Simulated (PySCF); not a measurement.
Choosing a molecule for a target property.

Species are written as SMILES; each is one conformer at its optimised geometry, gas phase, non-relativistic unless stated; the electronic structure was computed with PySCF and density fitting.

The conformers computed, where there is a choice (atom-mapped SMILES and torsion angles):
- `[CH3:1][S:2][CH2:3][CH:4]([CH3:5])[CH3:6]`: C1–S2–C3–C4 71°, S2–C3–C4–C5 -177°

Question: Wanted: lowest singlet excitation above 3.9 eV (TDDFT PBE0/def2-SVPD) and static isotropic polarisability above 80 au (PBE0/def2-SVPD), at GFN2-xTB geometries. Which candidate meets both?
A. `CC1=CC(=O)C1`
B. `S(CC(C)C)C`
C. `CCC#CC=O`
D. `C[C@@H]1O[S@](=O)O[C@@]1(C)F`

Answer: B. Computed values:
```
                     species  lowest singlet excitation  static isotropic polarisability
                    CCC#CC=O                    3.83 eV                          65.4 au
                CC1=CC(=O)C1                    3.95 eV                          60.7 au
                  S(CC(C)C)C                    5.45 eV                          83.6 au
C[C@@H]1O[S@](=O)O[C@@]1(C)F                    5.89 eV                          76.5 au
```

Question: Wanted: dipole moment above 4.3 D (PBE0/def2-SVPD) and HOMO energy above -8 eV (PBE0/def2-SVPD), at GFN2-xTB geometries. Which candidate meets both?
A. `CCC#CC=O`
B. `CC1=CC(=O)C1`
C. `S(CC(C)C)C`
D. `C[C@@H]1O[S@](=O)O[C@@]1(C)F`

Answer: B. Computed values:
```
                     species  dipole moment  HOMO energy
                  S(CC(C)C)C         1.78 D     -6.23 eV
C[C@@H]1O[S@](=O)O[C@@]1(C)F         3.45 D     -8.35 eV
                    CCC#CC=O         4.12 D     -7.85 eV
                CC1=CC(=O)C1         4.54 D     -7.16 eV
```

Question: Wanted: smallest rotational constant above 1.4 GHz (GFN2-xTB) and HOMO–LUMO gap below 6.4 eV (PBE0/def2-SVPD), at GFN2-xTB geometries. Which candidate meets both?
A. `S(CC(C)C)C`
B. `CC1=CC(=O)C1`
C. `CCC#CC=O`
D. `C[C@@H]1O[S@](=O)O[C@@]1(C)F`

Answer: B. Computed values:
| species | smallest rotational constant | HOMO–LUMO gap |
| --- | --- | --- |
| C[C@@H]1O[S@](=O)O[C@@]1(C)F | 1.094 GHz | 7.46 eV |
| CCC#CC=O | 1.317 GHz | 6.02 eV |
| S(CC(C)C)C | 1.445 GHz | 6.84 eV |
| CC1=CC(=O)C1 | 2.089 GHz | 5.84 eV |

Question: Wanted: lowest triplet excitation (Tamm–Dancoff) below 3.4 eV (TDA PBE0/def2-SVPD) and electronic spatial extent ⟨r²⟩ about the centre of nuclear charge below 900 bohr² (PBE0/def2-SVPD), at GFN2-xTB geometries. Which candidate meets both?
A. `S(CC(C)C)C`
B. `CC1=CC(=O)C1`
C. `CCC#CC=O`
D. `C[C@@H]1O[S@](=O)O[C@@]1(C)F`

Answer: C. Computed values:
| species | lowest triplet excitation (Tamm–Dancoff) | electronic spatial extent ⟨r²⟩ about the centre of nuclear charge |
| --- | --- | --- |
| CCC#CC=O | 3.21 eV | 866 bohr² |
| CC1=CC(=O)C1 | 3.50 eV | 588 bohr² |
| C[C@@H]1O[S@](=O)O[C@@]1(C)F | 4.76 eV | 1193 bohr² |
| S(CC(C)C)C | 5.02 eV | 951 bohr² |
